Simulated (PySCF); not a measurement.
A PySCF script (with the pyscf-properties extension) for the NMR shieldings of 3-methylthio-2-butanone, C5H10OS, on a GFN2-xTB geometry:

```python
import basis_set_exchange as bse
import numpy as np
from pyscf import gto, dft
from pyscf.prop import nmr

atoms = """
C     2.076342   -0.381793    0.824702
S     0.684272   -1.485025    0.465497
C    -0.364172   -0.427535   -0.628882
C     0.394592    0.102680   -1.829222
C    -0.853202    0.639360    0.323929
C    -2.087746    0.271506    1.100531
O    -0.251805    1.675299    0.481460
H     2.568811   -0.787344    1.702498
H     2.763226   -0.369753   -0.016602
H     1.699940    0.615601    1.035861
H    -1.171874   -1.098725   -0.923496
H    -0.305624    0.552081   -2.531164
H     0.927402   -0.702066   -2.330472
H     1.101880    0.868221   -1.518777
H    -1.995527   -0.735728    1.499267
H    -2.943428    0.294710    0.427177
H    -2.250086    0.980541    1.907783
"""
names = dict.fromkeys(["C", "S", "O", "H"], "pcSseg-1")
basis = {el: gto.basis.parse(bse.get_basis(n, elements=[el], fmt="nwchem")) for el, n in names.items()}
mol = gto.M(atom=atoms, basis=basis, charge=0, verbose=0)
mf = dft.RKS(mol, xc="PBE0")
mf.grids.level = 2
mf.grids.alignment = dft.numint.BLKSIZE   # the property module wants whole blocks of grid points
mf.conv_tol = 1e-9
mf.kernel()

calc = nmr.RKS(mf)   # GIAO
C = mf.mo_coeff
Co = C[:, mf.mo_occ > 0]
resp = mf.gen_response(singlet=True, hermi=2)
def vind(x):   # induced exchange potential for any number of trial vectors
    d = np.einsum("pi,xij,qj->xpq", C, 2 * x.reshape(-1, C.shape[1], Co.shape[1]), Co, optimize=True)
    return np.einsum("xpq,pi,qj->xij", resp(d - d.transpose(0, 2, 1)), C, Co, optimize=True).ravel()
mo1, _ = nmr.rhf.solve_mo1(calc, with_cphf=vind)
sigma = calc.kernel(mo1)
for i, s in enumerate(sigma):   # ppm
    print("%2d %-2s %9.2f" % (i, mol.atom_pure_symbol(i), np.trace(s) / 3))
```

**Question.** What are the results?

**Answer.** 
```
 0 C     172.63
 1 S     495.21
 2 C     137.69
 3 C     172.04
 4 C     -15.65
 5 C     156.67
 6 O    -280.04
 7 H      30.08
 8 H      29.63
 9 H      29.72
10 H      28.60
11 H      30.58
12 H      30.64
13 H      29.79
14 H      28.45
15 H      29.69
16 H      29.79
```

These numbers come from an equivalent density-fitted implementation of the same equations, which agrees with the script to about 0.01 ppm for H and up to a few tenths of a ppm for heavy atoms, so last digits may differ.

**Question.** Turn these shieldings into chemical shifts. Scale: ¹³C (186.93 ppm) and ¹H (31.72 ppm) vs TMS; CS2 for ³³S (503.73 ppm); ¹⁷O (336.08 ppm) vs H2O (reference shieldings calculated alike).

**Answer.** Averaging equivalent atoms: C 4: 202.6; C 2: 49.2; C 5: 30.3; C 3: 14.9; C 0: 14.3; S 1: 9; O 6: 616.1; H 10: 3.12; H 14/15/16: 2.41; H 7/8/9: 1.91; H 11/12/13: 1.38 ppm. Unscaled 17O shifts of doubly bonded oxygen tend to come out too high, by tens of ppm or more. Experimental scales use liquid or dissolved standards, which lie at an offset from isolated H2O (liquid H2O: subtract about 36 ppm).

Size and cost of the density-fitted run: 176 basis functions, 53 s wall time on 1 thread of an Arm Neoverse N1, shared host; peak memory 0.8 GiB.
